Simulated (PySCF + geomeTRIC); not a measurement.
These are PBE0-D4/def2-TZVP in PySCF + geomeTRIC values and carry that method's errors. fastk is a local helper that only speeds up exchange builds. No frequencies were computed at this level.

```python
import json, numpy as np
from pyscf import gto, dft
from fastk import lowrank_exchange
atoms = """
I     -1.173567    -1.703887    -0.655998
C      0.000000     0.000001     0.000001
I      1.932907    -0.029799    -0.986818
I     -1.042773     1.834870    -0.506664
I      0.283433    -0.101185     2.149479
"""
def scf(charge, spin, dm0=None):
    mol = gto.M(atom=atoms, basis='def2-tzvp', ecp={'I': 'def2-tzvp'}, charge=charge, spin=spin, verbose=3, max_memory=11340)
    mf = dft.KS(mol, xc='pbe0').density_fit(auxbasis="def2-universal-jkfit")
    mf.disp = 'd4'
    mf.grids.level = 3
    mf.conv_tol = 1e-8
    mf.max_cycle = 60
    mf.kernel(dm0)
    if not mf.converged:
        mf = mf.newton().run(mf.mo_coeff, mf.mo_occ).undo_soscf()
    return mf
mf = scf(0, 0)
from pyscf.geomopt.geometric_solver import kernel as optimize
path = []
done, mol = optimize(mf, maxsteps=80, assert_convergence=False, callback=lambda env: path.append((env["energy"], bool(env["g_scanner"].converged))))
res = dict(converged=bool(done and path[-1][1]), energy=path[-1][0], path=[e for e, c in path], xyz=mol.atom_coords(unit="Angstrom").tolist(), nao=mol.nao)
json.dump(res, open("result.json", "w"))
```

Output:

```
converged SCF energy = -1228.93832447196
Geometry optimization cycle 1
converged SCF energy = -1228.93832447314
cycle 1: E = -1228.93832447  dE = -1228.94  norm(grad) = 0.0140111
Geometry optimization cycle 2
converged SCF energy = -1228.93863492856
cycle 2: E = -1228.93863493  dE = -0.000310455  norm(grad) = 0.0101898
Geometry optimization cycle 3
converged SCF energy = -1228.93891503275
cycle 3: E = -1228.93891503  dE = -0.000280104  norm(grad) = 0.000508324
Geometry optimization cycle 4
converged SCF energy = -1228.93891571447
cycle 4: E = -1228.93891571  dE = -6.8172e-07  norm(grad) = 4.86511e-05
<class 'geometric.internal.Distance'> : 4
<class 'geometric.internal.Angle'> : 6
<class 'geometric.internal.TranslationX'> : 1
<class 'geometric.internal.TranslationY'> : 1
<class 'geometric.internal.TranslationZ'> : 1
<class 'geometric.internal.RotationA'> : 1
<class 'geometric.internal.RotationB'> : 1
<class 'geometric.internal.RotationC'> : 1
Step    0 : Gradient = 6.266e-03/7.016e-03 (rms/max) Energy = -1228.9383244731
Step    1 : Displace = 3.282e-02/3.685e-02 (rms/max) Trust = 1.000e-01 (=) Grad = 4.557e-03/5.118e-03 (rms/max) E (change) = -1228.9386349286 (-3.105e-04) Quality = 0.320
Step    2 : Displace = 1.382e-02/1.550e-02 (rms/max) Trust = 1.000e-01 (=) Grad = 2.273e-04/2.617e-04 (rms/max) E (change) = -1228.9389150328 (-2.801e-04) Quality = 0.941
Step    3 : Displace = 6.535e-04/7.331e-04 (rms/max) Trust = 1.414e-01 (+) Grad = 2.176e-05/2.947e-05 (rms/max) E (change) = -1228.9389157145 (-6.817e-07) Quality = 0.905
Converged! =D
```

Cost: around 5 core-minutes (rough).
